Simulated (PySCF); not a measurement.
Species: BrH7P2Si2.
Bonds: P1–Si2, Si2–P3, P3–Si4, Si4–Br5. Hydrogens: H6, H7 on P1; H8, H9 on Si2; H10 on P3; H11, H12 on Si4.

Computed, not measured: PBE0-D3(BJ)/def2-SVP geometry optimisation, gas phase in PySCF 2.14.0.

(1) Give the optimised bond lengths and angles.

Results:

(1) 
```tsv
bond	length (Å)	order
P1–Si2	2.269	single
Si2–P3	2.272	single
P3–Si4	2.253	single
Si4–Br5	2.235	single
P1–H6, P1–H7	1.430	single
Si2–H8, Si2–H9	1.493	single
P3–H10	1.432	single
Si4–H11, Si4–H12	1.491	single
```

Bonds in one row agree within 0.01 Å and their mean is given. Orders are formal, as drawn. A selection of angles:
```tsv
angle	degrees
Si2–P1–H6	92.6
H6–P1–H7	93.7
P1–Si2–P3	113.8
P1–Si2–H8	107.4
P1–Si2–H9	113.7
P3–Si2–H8	105.8
P3–Si2–H9	106.7
H8–Si2–H9	109.1
Si2–P3–Si4	96.9
Si2–P3–H10	94.8
Si4–P3–H10	93.2
P3–Si4–Br5	107.5
P3–Si4–H11	113.9
P3–Si4–H12	110.5
Br5–Si4–H11	107.2
H11–Si4–H12	109.7
```

Dihedral angles: P1–Si2–P3–Si4 42° (synclinal); Si2–P3–Si4–Br5 59° (synclinal). The mirror-image conformer, all signs reversed, is as good.

Of the pairs four or more bonds apart, Si4···H7 is among the closest relative to their van der Waals radii: 3.39 Å, 103 % of the sum of Bondi's values. P1 (three-coordinate phosphorus) is pyramidal (angles 93.7°, 93.5° and 92.6°, sum 279.8°, 0.87 Å off the plane of its three neighbours). Si4 (SiH2 silicon) is distorted tetrahedral (angles from 107.2° to 113.9°). P3 (three-coordinate phosphorus) is pyramidal (angles 96.9°, 94.8° and 93.2°, sum 284.8°, 0.98 Å off the plane of its three neighbours). Si2 (SiH2 silicon) is distorted tetrahedral (angles from 105.8° to 113.8°).

Point group: C1 (no symmetry element, even within 0.4 Å). PBE0-D3(BJ)/def2-SVP frequencies: not computed here. The numbers are those of one conformer (H–P1–Si2–P3 -177° and -84°, P1–Si2–P3–Si4 42°, Si2–P3–Si4–Br5 59°).
